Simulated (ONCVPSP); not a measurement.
## N: variants of one ONCV potential

Base potential:

ONCVPSP 4.0.1 input, shortened (lines: element, Z, core and valence counts, functional; n l f; lmax; l rc ep ncon nbas qcut; lloc lpopt rc5 dvloc0; l nproj debl; icmod fcfact rcfact), PBE, fully relativistic:

```
  N 7.00    1    2        4      upf
    1    0    2.00
    2    0    1.75
    2    1    3.25
    1
    0    0.90    0.00    4    8    5.80
    1    1.65    0.00    5    8    9.50
    0    5    0.90    0.00
    0    0    1.90
    1    2    2.70
    1    0.75    0.00
```

Open shells are filled in proportion to 2j + 1.

All-electron outer shells of the reference configuration (PBE, scalar-relativistic, ld1.x):

```json
{"shell": "1s", "level (eV)": "-384.93", "outermost node (bohr)": "–", "outermost maximum (bohr)": "0.15"}
{"shell": "2s", "level (eV)": "-18.70", "outermost node (bohr)": "0.32", "outermost maximum (bohr)": "1.02"}
{"shell": "2p", "level (eV)": "-7.20", "outermost node (bohr)": "–", "outermost maximum (bohr)": "0.98"}
```

Cutoffs, loose and tight: the cutoffs (Ha) at which the residual kinetic energy of the hardest occupied pseudo-wave falls to 1 and 0.1 mHa per electron. They do not see the model core or the augmentation charge, which bear on the density cutoff. Test errors are all-electron minus pseudo excitation energies from the reference, over the configurations 2s2 2p3; 2s2 2p2; 2s2 2p1; 2s2 2p2.5. A dash means not determined; rows that change the core or the reference have their own tests.

```tsv
change	outcome	cutoff, loose	cutoff, tight	bound ghosts	GHOST(+) flags above zero	largest test error (meV)
base	generated	104 Ha	203 Ha	none	none	+156
p: qcut 13.5	generated	104 Ha	203 Ha	none	none	+145
s: qcut 3.2	generated	182 Ha	219 Ha	none	none	+170
all radii but the core radius scaled by about 1.09 (s 0.98, p 1.80 bohr)	generated	88 Ha	174 Ha	none	none	+218
core correction polynomial model core, fcfact 0.82	generated	104 Ha	203 Ha	none	none	+156
s: nproj 1; local potential polynomial inside 0.75 bohr (lpopt 1, dvloc0 -1 Ha)	generated	104 Ha	203 Ha	none	none	+160
p: debl 1.8	generated	104 Ha	203 Ha	none	none	+156
s: qcut 3.7; p: qcut 6.1	generated	181 Ha	218 Ha	none	none	+294
s: ncon 3, nbas 7	generated	90 Ha	180 Ha	none	none	+167
reference 2s2 2p2	generated	113 Ha	206 Ha	none	none	+713
```
